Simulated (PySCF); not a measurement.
## Electronic absorption of [SbF6]-

[SbF6]- (charge -1).
SMILES: `[F][Sb-]([F])([F])([F])([F])[F]`

Computed with TDDFT wB97X-D/def2-SVPD, vertical, gas phase, core orbitals frozen in the response, def2 core potentials past Kr (PySCF 2.14.0, density-fitted response routines). Isolated species at its PBE0-D3(BJ)/def2-SVP geometry, gas phase. Spin–orbit coupling is left out.

Problem. Predict the UV-vis stick spectrum at this level.

Solution. 

| state | E (eV) | E (kJ/mol) | λ (nm) | f | symmetry | main configurations (H = HOMO, L = LUMO) |
| --- | --- | --- | --- | --- | --- | --- |
| S1 | 7.19 | 693 | 172.5 | 0.0000 | – | H-2/H-1/H→L (≥96%) |
| S2 | 7.19 | 693 | 172.5 | 0.0000 | – | H-2/H-1/H→L (≥96%) |
| S3 | 7.19 | 693 | 172.5 | 0.0000 | – | H-2/H-1/H→L (≥96%) |
| S4 | 7.69 | 742 | 161.1 | 0.0000 | – | H-3→L (96%) |
| S5 | 7.70 | 743 | 161.1 | 0.0000 | – | H-4→L (96%) |
| S6 | 7.70 | 743 | 161.0 | 0.0000 | – | H-5→L (96%) |
| S7 | 8.04 | 776 | 154.2 | 0.123 | T1u | H-6→L (94%) |
| S8 | 8.04 | 776 | 154.2 | 0.123 | T1u | H-7→L (94%) |
| S9 | 8.04 | 776 | 154.1 | 0.123 | T1u | H-8→L (94%) |

Triplets, Tamm–Dancoff:

| state | E (eV) | λ (nm) | main configurations (H = HOMO, L = LUMO) |
| --- | --- | --- | --- |
| T1 | 6.84 | 181.4 | H-2/H-1/H→L (≥94%) |
| T2 | 6.84 | 181.4 | H-2/H-1/H→L (≥94%) |
| T3 | 6.84 | 181.4 | H-2/H-1/H→L (≥94%) |

The lowest singlet level (S1/S2/S3) lies at 7.19 eV (173 nm, vacuum ultraviolet) and is dark (f under 0.0005). The most intense listed level is S7/S8/S9 at 8.04 eV (154 nm, f = 0.370 summed), 0.85 eV above S1. It is the last of those listed, so stronger ones may follow. S1/S2/S3, S4/S5/S6 and S7/S8/S9 lie within about 0.01 eV of each other in each set; the point group Oh has degenerate representations, and within a degenerate level the listed configurations can mix freely. Löwdin shares by element: HOMO (one of a set within 0.03 eV) fluorine 92% or more; LUMO antimony 36%, fluorine 32% or more (atoms not listed hold the other 32%). Weighted by f, the mean energy of these states is 8.04 eV. Orbital energies (eV): HOMO-3 -9.20, HOMO-2 -8.67, HOMO-1 -8.67, HOMO -8.67, LUMO 3.71, LUMO+1 6.48, LUMO+2 7.42. Of the 9 states listed, 3 reach f = 0.01 and 6 stay under 0.0005. No detachment energy is given for this anion; states above it aren't bound, and a finite basis only mimics them. Symmetry labels in Oh follow from the direction of the transition dipole and are given only for states with f of 0.002 or more. Orbitals of the list HOMO-3 to LUMO+2 that lie within 0.01 eV of each other are written together with a slash and their weights summed (≥ marks a lower bound); for degenerate orbitals outside that list single weights are arbitrary. Only the lowest 10 singlets were computed, as vertical energies without vibronic structure. The highest level found (8.54 eV, f 0.0000 so far) is left out, since the window may have cut off a degenerate partner.

Time: 23 s of wall time. Hardware: x86-64 server, one thread, no GPU (shared host).
